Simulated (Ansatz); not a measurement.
`COB(O)F` and `COB(O)O` differ in one atom or group.

Ansatz, PBE0-D4/def2-TZVP geometries, multiplicity 1. Each molecule was computed in one conformer, which needn't be the lowest.

```tsv
property	`COB(O)F`
size of the dipole moment (ωB97M-V/def2-TZVPP) / D	1.74
HOMO–LUMO gap (B3LYP/def2-TZVPP) / eV	8.85
size of the dipole moment (PBE/def2-TZVPP) / D	1.68
HOMO energy (PBE/def2-TZVPP) / eV	-7.20
LUMO energy (ωB97M-V/def2-TZVPP) / eV	1.99
LUMO energy (PBE/def2-TZVPP) / eV	-0.17
```

Task: What does the change do to each property? (An estimate is asked.)

Result: Ansatz gave: 
```csv
property,`COB(O)O`,shift
size of the dipole moment (ωB97M-V/def2-TZVPP) / D,0.27,-1.47
HOMO–LUMO gap (B3LYP/def2-TZVPP) / eV,8.55,-0.30
size of the dipole moment (PBE/def2-TZVPP) / D,0.24,-1.44
HOMO energy (PBE/def2-TZVPP) / eV,-6.81,0.39
LUMO energy (ωB97M-V/def2-TZVPP) / eV,2.08,0.09
LUMO energy (PBE/def2-TZVPP) / eV,-0.09,0.08
```

With PBE0 the HOMO rises by 0.38 eV and the LUMO rises by 0.08 eV, so the gap narrows by about 0.30 eV. PBE moves the HOMO by 0.39 eV and ωB97M-V by 0.37 eV. Dipoles are sizes alone; their direction can turn.

B3LYP here is the variant with VWN-RPA as its local correlation; programs differ in this.
